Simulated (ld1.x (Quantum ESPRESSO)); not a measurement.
## u(r) = r·R(r): atom against pseudo-atom (iron (Fe))

Columns: radius, all-electron u(r) and pseudo u(r) of the 3s shell (level -94.57 eV) of iron in the configuration [Ne] 3s2 3p6 3d6 4s1.75 4p0.25; BP86, scalar-relativistic, TM scheme, ld1.x (Quantum ESPRESSO) 7.5.

```csv
r (bohr),all-electron,pseudo
0.095,-0.2037,0.1912
0.190,-0.6569,0.3817
0.285,-0.2713,0.5704
0.380,0.3356,0.7540
0.475,0.8276,0.9237
0.570,1.1194,1.0632
0.665,1.2336,1.1511
0.760,1.2227,1.1696
0.855,1.1373,1.1168
0.950,1.0147,1.0106
1.045,0.8798,0.8796
1.140,0.7473,0.7473
1.235,0.6251,0.6251
1.330,0.5169,0.5169
1.425,0.4235,0.4235
1.520,0.3446,0.3446
1.615,0.2787,0.2787
1.710,0.2245,0.2245
1.805,0.1801,0.1801
1.900,0.1440,0.1440
1.995,0.1149,0.1149
2.090,0.0915,0.0915
2.185,0.0726,0.0726
2.280,0.0576,0.0576
2.375,0.0456,0.0456
2.470,0.0361,0.0361
```

(1) How many radial nodes do the two functions have?

(2) At about which radius was the pseudo-wave matched?

(3) Where does each function peak?

(4) Is the pseudo-wave norm-conserving?

Results:

(1) The all-electron 3s function has n − l − 1 = 2 (the table is too coarse to show those close to the nucleus); the pseudo-wave has 0, since the states of the same l below it are removed with the core.

(2) 1.15 bohr. The columns agree to 0.0005 from 1.04 bohr on; several derivatives are matched, so the curves merge somewhat inside the radius.

(3) Outermost all-electron maximum near 0.67 bohr, pseudo maximum near 0.76 bohr (to the table’s step).

(4) Yes: the TM scheme keeps the norm inside the radius equal to the all-electron one, which fixes the energy derivative of the logarithmic derivative at the level.
